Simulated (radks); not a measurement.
The numbers below are computed, except where a source is named.
Ionisation of the cerium ion Ce47+, [Ne] 3s1, to [Ne] as the strength of local exchange is varied. Level of theory: scalar-relativistic Kohn-Sham, Slater X-alpha exchange (alpha = 2/3 is LDA exchange), no correlation, spin-unpolarised, spherical densities, point nucleus (a radial shooting solver on a logarithmic mesh with Libxc functionals).

| alpha | E(Ce47+) (hartree) | exchange (hartree) | IE (eV) | -e of the level emptied (eV) | <r> of it (bohr) |
|---|---|---|---|---|---|
| 0.667 | -6631.2121 | -96.0883 | 3963.9 | 3922.3 (3s) | 0.2472 |
| 0.845 | -6657.0091 | -122.0450 | 3984.4 | 3944.5 (3s) | 0.2464 |
| 0.874 | -6661.2183 | -126.2864 | 3987.8 | 3948.1 (3s) | 0.2462 |
| 0.892 | -6663.8319 | -128.9208 | 3989.8 | 3950.4 (3s) | 0.2462 |
| 0.953 | -6672.6939 | -137.8585 | 3996.9 | 3958.0 (3s) | 0.2459 |
| 1.005 | -6680.2546 | -145.4898 | 4002.9 | 3964.6 (3s) | 0.2456 |

NIST Atomic Spectra Database: 3963 eV (theoretical). The central value is not met in this range of alpha. Spin polarisation and multiplet splitting are left out, so open shells lie too high by an amount that depends on their filling.

Beside tabulated values, note that spin-unpolarised runs miss the spin-polarisation part of the exchange energy of open shells.
